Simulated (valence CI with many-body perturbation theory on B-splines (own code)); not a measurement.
## Xe XXIII: E2, M1, M2 decay

Computed by configuration interaction combined with many-body perturbation theory (CI+MBPT): four valence electrons over a frozen Dirac-Fock core [Ar] 3d10, a basis of 11 s, 11 p, 10 d, 8 f, 5 g, 2 h functions for each j, with the one-electron correlation potential Σ1, the two-electron term Σ2, the three-electron term Σ3, Breit, model QED; selected CI, second order for the rest, scaled by the run's own slope (own B-spline code, finite nucleus).

No measured spectrum was set against this ion. As an estimate, levels hold to about 250 cm⁻¹ or 0.2 % of their energy and the worst to 1 %, as in measured heavy ions of charge 2 to 7; those with d or f electrons hold less well. Among the levels kept, up to 470 cm⁻¹ of a level comes from second order outside the variational space, and about a tenth of that is noise between levels of different J, which matters for small intervals.

Lines 1 to 13 of 13 in falling wavelength, among levels below 267.77 eV, chosen from the decays that carry over 1 % of a level's rate. Wavelengths and rates use the calculated energies, so an error of 2000 cm⁻¹ moves a line at 504.2 nm by 10 % and its rate by three times that or more. Electric multipoles are in the length gauge, E1 and E2 with the static RPA response of the core. Weak lines are less certain than strong ones. Lines between different terms over intervals too small for the method are left out, as are lines whose strength nearly cancels.

Levels are named by their leading jj configuration (3d3/2^4 stands for four electrons in 3d with j = 3/2), which in mixed levels can hold well under half, so a name can repeat and another be missing. Letters in brackets count levels of one name in rising energy.

| λ vac (nm) | Upper | Lower | Type | A (s⁻¹) | Branch % |
| --- | --- | --- | --- | --- | --- |
| 504.2 | (4s^2 4p1/2 4p3/2) J=2 | (4s^2 4p1/2 4p3/2) J=1 | M1 | 4.76e+01 | 25.3 |
| 100.1 | (4s^2 4p3/2 4d5/2) J=4 | (4s^2 4p1/2 4d5/2) J=3 | M1 | 1.66e+04 | 81.3 |
| 88.04 | (4s^2 4p1/2 4p3/2) J=1 | (4s^2 4p1/2^2) J=0 | M1 | 2.05e+04 | 100.0 |
| 77.61 | (4s^2 4p3/2^2) J=2 | (4s^2 4p1/2 4p3/2) J=2 | M1 | 2.14e+04 | 46.4 |
| 74.95 | (4s^2 4p1/2 4p3/2) J=2 | (4s^2 4p1/2^2) J=0 | E2 | 1.40e+02 | 74.7 |
| 67.26 | (4s^2 4p3/2^2) J=2 | (4s^2 4p1/2 4p3/2) J=1 | M1 | 2.43e+04 | 52.6 |
| 56.77 | (4s^2 4p3/2^2) J=0 | (4s^2 4p1/2 4p3/2) J=2 | E2 | 1.60e+03 | 1.8 |
| 51.03 | (4s^2 4p3/2^2) J=0 | (4s^2 4p1/2 4p3/2) J=1 | M1 | 8.92e+04 | 98.2 |
| 32.06 | (4s^2 4p3/2 4d5/2) J=4 | (4s 4p1/2 4p3/2^2) J=3 | M1 | 9.49e+02 | 4.7 |
| 28.93 | (4s^2 4p3/2 4d5/2) J=4 | (4s 4p1/2 4p3/2^2) J=2 [a] | E2 | 3.76e+02 | 1.8 |
| 21.67 | (4s^2 4p3/2 4d5/2) J=4 | (4s 4p1/2^2 4p3/2) J=2 | E2 | 1.42e+03 | 7.0 |
| 14.20 | (4s^2 4p3/2 4d5/2) J=4 | (4s^2 4p3/2^2) J=2 | M2 | 6.02e+02 | 2.9 |
| 12.00 | (4s^2 4p3/2 4d5/2) J=4 | (4s^2 4p1/2 4p3/2) J=2 | M2 | 2.39e+02 | 1.2 |
